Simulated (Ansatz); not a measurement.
Basis sets compared for Hg3Se4. Charge 0, multiplicity 1. Geometry PBE-D4/def2-SVP. Ansatz on 4 threads of Arm Neoverse V2 on a shared host; times are rough, and most runs start from earlier orbitals.

```
atom   x (Å)   y (Å)   z (Å)
 Hg1   0.040   1.777   1.360
 Hg2  -1.220   0.603  -1.489
 Hg3   1.202  -1.316   0.944
 Se4  -0.983   2.953  -0.614
 Se5  -1.203  -1.901  -1.799
 Se6   1.111  -2.266  -1.391
 Se7   1.053   0.150   2.988
```

In the def2 sets Hg takes a core potential; there is no spin–orbit coupling. The structure comes from a short search, and lower isomers may exist.

Binding counts from free atoms (Hg singlet, Se triplet) in the same basis, without a counterpoise term.

```csv
level,functions,energy (Eh),HOMO (eV),LUMO (eV),binding per atom (eV),wall time
HF/def2-TZVP,321,-10057.1318,-8.66,0.28,0.62,13 s
PBE-D4/def2-SVP,224,-10064.3767,-5.54,-3.23,1.56,4.8 s
PBE-D4/def2-TZVP,321,-10065.5937,-5.61,-3.25,1.65,8 s
PBE0-D4/def2-SVP,224,-10064.5524,-6.53,-2.55,1.47,11 s
PBE0-D4/def2-TZVP,321,-10065.7710,-6.55,-2.53,1.58,27 s
```

Problem. Estimate the rows for HF/def2-TZVPD, PBE-D4/def2-TZVPD, PBE0-D4/def2-TZVPD.

Solution. 
```json
{"level": "HF/def2-TZVPD", "functions": "366", "energy (Eh)": "-10057.1335", "HOMO (eV)": "-8.67", "LUMO (eV)": "0.19", "binding per atom (eV)": "0.62", "wall time": "20 s"}
{"level": "PBE-D4/def2-TZVPD", "functions": "366", "energy (Eh)": "-10065.5954", "HOMO (eV)": "-5.62", "LUMO (eV)": "-3.27", "binding per atom (eV)": "1.65", "wall time": "12 s"}
{"level": "PBE0-D4/def2-TZVPD", "functions": "366", "energy (Eh)": "-10065.7726", "HOMO (eV)": "-6.56", "LUMO (eV)": "-2.55", "binding per atom (eV)": "1.58", "wall time": "27 s"}
```
